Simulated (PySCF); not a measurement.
Ga(F)(Cl)(OH) (ClFGaHO), SMILES [OH][Ga]([F])[Cl].

Geometry optimised at ωB97X-D3(BJ)/def2-SVP. One conformer was computed; it need not be the lowest.

Level of theory: C-PCM-B3LYP/def2-SVP in PySCF 2.14.0.

The values are the electrostatic part of the solvation free energy, E(continuum) − E(gas) at the gas-phase geometry, in a cavity of scaled van der Waals radii (PySCF's table); cavitation and dispersion terms are not included. A continuum can't describe solvent molecules that bind to the metal. In vacuum the orbital gap is 7.25 eV. The dipole moment in vacuum is 1.39 D.

Computed values in water (ε = 78.36), ethanol (ε = 24.85), toluene (ε = 2.37):
| solvent | ε | ΔG(elec) (kcal/mol) | dipole (D) | gap (eV) |
|---|---|---|---|---|
| water | 78.36 | -7.9 | 1.76 | 7.35 |
| ethanol | 24.85 | -7.7 | 1.75 | 7.35 |
| toluene | 2.37 | -4.5 | 1.59 | 7.32 |
